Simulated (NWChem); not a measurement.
System: Si2H3Cl3; SMILES Cl[SiH2][SiH](Cl)Cl

```xyz
8

Si     0.7544    -1.2496    -0.5601
Cl    -0.3709    -2.8411     0.1476
Si    -0.0049     0.7018     0.4827
Cl     1.2056     2.2426    -0.1823
Cl    -1.9561     1.0488    -0.0921
H      0.5739    -1.1303    -2.0338
H      2.1897    -1.4899    -0.2373
H      0.0413     0.6810     1.9679
```
Atoms are numbered in this order, from 1.

STO-3G and 3-21G are far too small for this property and stand as cheap habits. All runs use the structure optimised with PBE0/def2-SVP.

Give the principal values of the shielding tensors (ppm) of Si1, Cl2, Si3, Cl4, Cl5 from Hartree-Fock/STO-3G, GIAO (NWChem), with their diamagnetic and paramagnetic parts as GIAO splits them.


```csv
atom,σ11,σ22,σ33,isotropic,diamagnetic,paramagnetic
Si1,562.1,583.0,662.6,602.6,867.9,-265.3
Cl2,1103.3,1301.8,1313.8,1239.6,1129.7,109.9
Si3,510.1,574.4,590.9,558.5,867.5,-309.1
Cl4,1092.1,1227.3,1302.1,1207.2,1129.6,77.5
Cl5,1091.4,1228.4,1307.3,1209.0,1129.5,79.5
```
